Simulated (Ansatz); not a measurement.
Breaking the Pb1–F2 bond in F2Pb (SMILES [F][Pb][F]) (multiplicity 1 held, fragments rigid). Energies count from the point at 2.056 Å.
Geometry at that point (charge 0, multiplicity 1):
```
atom    x (Å)    y (Å)    z (Å)
----  -------  -------  -------
Pb     0.0296  -0.0189   0.2432
F      0.6454   1.4104  -1.0998
F     -0.9153  -1.2380  -1.1157
```

R- and RO- levels are restricted; in cc, def2 and unpolarised 6-31G sets they are followed outwards from rest. U- levels take the lowest unrestricted solution at each point, which mixes spins at long bonds. Curves can end on different states.

Correlated levels freeze the cores. Filled d and f shells under p-block atoms count as core.

Run with Ansatz (a quantum-chemistry and plane-wave program) with Gaussian orbitals.  In def2 rows elements past Kr take small-core potentials, without spin–orbit coupling.

Energies in kJ/mol.

| R (Å) | R-HF/def2-SVP | U-MP2/def2-SVP | U-SCS-MP2/def2-SVP | U-CCSD/def2-SVP | R-CCSDT/def2-SVP | R-CCSDT(Q)/def2-SVP |
|---|---|---|---|---|---|---|
| 1.644 | 320 | 343 | 343 | 340 | 344 | 345 |
| 1.850 | 49 | 59 | 59 | 58 | 60 | 61 |
| 2.056 | 0 | 0 | 0 | 0 | 0 | 0 |
| 2.261 | 37 | 32 | 31 | 31 | 30 | 29 |
| 2.467 | 103 | 95 | 94 | 94 | 91 | 89 |
| 2.775 | 208 | 199 | 197 | 196 | 190 | 187 |
| 3.083 | 302 | 396 | 386 | 292 | 277 | 270 |
| 3.597 | 425 | 448 | 434 | 389 | 378 | 353 |
| 4.111 | 514 | 460 | 445 | 421 | 423 | 392 |
| 4.728 | 588 | 463 | 447 | 424 | 438 | 415 |
| 5.550 | 648 | 464 | 448 | 425 | 440 | 388 |
| 6.578 | 692 | 464 | 448 | 425 | 439 | 382 |

Doubts at one or more of the structures used: a restricted determinant that unrestricted orbitals would lower (R-HF/def2-SVP, R-CCSDT/def2-SVP, R-CCSDT(Q)/def2-SVP); a spin-contaminated determinant (U-MP2/def2-SVP, U-SCS-MP2/def2-SVP, U-CCSD/def2-SVP); T1 above 0.05 (U-CCSD/def2-SVP, R-CCSDT/def2-SVP, R-CCSDT(Q)/def2-SVP); other coupled-cluster roots lie near (R-CCSDT/def2-SVP, R-CCSDT(Q)/def2-SVP).
